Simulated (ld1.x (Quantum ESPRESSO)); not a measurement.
## Transferability test, ultrasoft potential for Rh (Z = 45)

ld1.x (Quantum ESPRESSO) 7.5 input, shortened:

```
&input
   title='Rh', zed=45., rel=1, dft='PBE', iswitch=3,
   config='[Kr] 4d8 5s0 5p1'
 /
 &inputp
   pseudotype=3, tm=.true., lloc=-1, rcloc=1.30,
   nlcc=.true., new_core_ps=.true., rcore=1.65
 /
6
5S  1  0   0.00   0.00  2.00  2.70  0.0
5S  1  0   0.00   0.60  2.00  2.70  0.0
4P  2  1   6.00   0.00  1.45  1.65  0.0
5P  3  1   1.00   0.00  1.45  1.65  0.0
4D  3  2   8.00   0.00  1.30  1.70  0.0
4D  3  2   0.00  -0.25  1.30  1.70  0.0
 &test
   configts(1)='4p6 4d8 5s0 5p1'
 /
```

Energies are relative to the spin-unpolarised reference configuration 4p6 4d8 5s0 5p1; without spin polarisation the order of configurations can differ from experiment.

**Question.** Give the all-electron excitation energy and the error of the potential for: 4p6 4d8 5s1 5p0; 4p6 4d8 5s0 5p0; 4p6 4d7 5s0 5p0; 4p6 4d7 5s2 5p0; 4p6 4d7 5s1 5p0; 4p6 4d8.5 5s0.5 5p0; 4p6 4d7 5s1 5p1.

**Answer.**

```json
{"valence configuration": "4p6 4d8 5s1 5p0", "charge": "0", "ΔE all-electron (eV)": "-3.603", "error AE − PS (meV)": "+516"}
{"valence configuration": "4p6 4d8 5s0 5p0", "charge": "+1", "ΔE all-electron (eV)": "3.857", "error AE − PS (meV)": "+523"}
{"valence configuration": "4p6 4d7 5s0 5p0", "charge": "+2", "ΔE all-electron (eV)": "23.368", "error AE − PS (meV)": "+506"}
{"valence configuration": "4p6 4d7 5s2 5p0", "charge": "0", "ΔE all-electron (eV)": "-1.125", "error AE − PS (meV)": "+450"}
{"valence configuration": "4p6 4d7 5s1 5p0", "charge": "+1", "ΔE all-electron (eV)": "7.523", "error AE − PS (meV)": "+480"}
{"valence configuration": "4p6 4d8.5 5s0.5 5p0", "charge": "0", "ΔE all-electron (eV)": "-4.234", "error AE − PS (meV)": "+524"}
{"valence configuration": "4p6 4d7 5s1 5p1", "charge": "0", "ΔE all-electron (eV)": "3.016", "error AE − PS (meV)": "-196"}
```

Levels in the configuration 4p6 4d7 5s1 5p0:

```json
{"level": "4p", "all-electron (eV)": "-61.994", "pseudo (eV)": "-62.156"}
{"level": "4d", "all-electron (eV)": "-16.692", "pseudo (eV)": "-16.751"}
{"level": "5s", "all-electron (eV)": "-12.125", "pseudo (eV)": "-12.092"}
```

A Bessel basis up to 400 Ry misses an occupied level by 1.01 Ry, so cutoffs and ghosts were not judged. The potential misses its own reference levels by up to 0.6 eV.
